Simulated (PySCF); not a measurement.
**TDDFT excited states: CHNZn**

Zinc hydride cyanide, CHNZn (singlet state).
Geometry (PBE0-D3(BJ)/def2-SVP, Å), atoms numbered from 1 in this order:
```xyz
4
CHNZn angstrom
N     -1.881    0.721    1.205
C     -0.888    0.342    0.736
Zn     0.751   -0.292   -0.035
H      2.056   -0.797   -0.650
```

Method: PySCF, TDDFT wB97X-D/def2-SVPD, vertical, gas phase, core orbitals frozen in the response.

Problem. What does the calculation give for the low-lying excited states?

Solution. 

| state | E (eV) | E (hartree) | f | symmetry | main configurations (H = HOMO, L = LUMO) |
| --- | --- | --- | --- | --- | --- |
| S1 | 6.52 | 0.2396 | 0.0000 | – | H-2/H-1→L/L+1 (≥81%) |
| S2 | 6.74 | 0.2478 | 0.0000 | – | H-2/H-1→L/L+1 (≥86%) |
| S3 | 6.74 | 0.2478 | 0.0000 | – | H-2/H-1→L/L+1 (≥86%) |
| S4 | 6.79 | 0.2497 | 0.047 | Π | H→L/L+1 (≥96%) |
| S5 | 6.80 | 0.2497 | 0.047 | Π | H→L/L+1 (≥96%) |
| S6 | 7.88 | 0.2894 | 0.081 | Π | H-3→L/L+1 (≥90%) |
| S7 | 7.88 | 0.2894 | 0.081 | Π | H-3→L/L+1 (≥90%) |
| S8 | 8.11 | 0.2982 | 0.167 | Σ+ | H-2/H-1→L/L+1 (≥91%) |
| S9 | 8.85 | 0.3251 | 0.025 | Π | H-2/H-1→L+2 (≥96%) |
| S10 | 8.85 | 0.3251 | 0.025 | Π | H-2/H-1→L+2 (≥96%) |

Triplets (Tamm–Dancoff): T1 5.62 eV, H-2/H-1→L/L+1 (≥64%), H-2/H-1→L+5 (≥14%); T2 6.09 eV, H-2/H-1→L/L+1 (≥73%); T3 6.09 eV, H-2/H-1→L/L+1 (≥73%).

The lowest singlet lies at 6.52 eV (190 nm, vacuum ultraviolet) and is dark (f under 0.0005); its leading configuration is HOMO-2/HOMO-1→LUMO/LUMO+1 (≥81%). The largest oscillator strength of a single state is 0.167. S2/S3, S4/S5, S6/S7 and S9/S10 lie within about 0.01 eV of each other in each set; the point group C∞v has degenerate representations, and within a degenerate level the listed configurations can mix freely. For S1 the Löwdin share of zinc is at most 4% in HOMO-2 and 65% in LUMO (ligand-to-metal charge transfer by this measure). The listed states span 2.32 eV, and the widest gap between neighbours is 1.08 eV (S5 to S6). Orbital energies (eV): HOMO-3 -12.27, HOMO-2 -11.62, HOMO-1 -11.62, HOMO -11.43, LUMO 0.04, LUMO+1 0.04, LUMO+2 1.53. Of the 10 states listed, 7 reach f = 0.01 and 3 stay under 0.0005. The vertical ionisation energy (ΔSCF) is 12.17 eV, 3.33 eV above S10. Symmetry labels in C∞v follow from the direction of the transition dipole and are given only for states with f of 0.002 or more. Orbitals of the list HOMO-3 to LUMO+2 that lie within 0.01 eV of each other are written together with a slash and their weights summed (≥ marks a lower bound); for degenerate orbitals outside that list single weights are arbitrary. Singlets were solved by full linear response, triplets in the Tamm–Dancoff approximation.
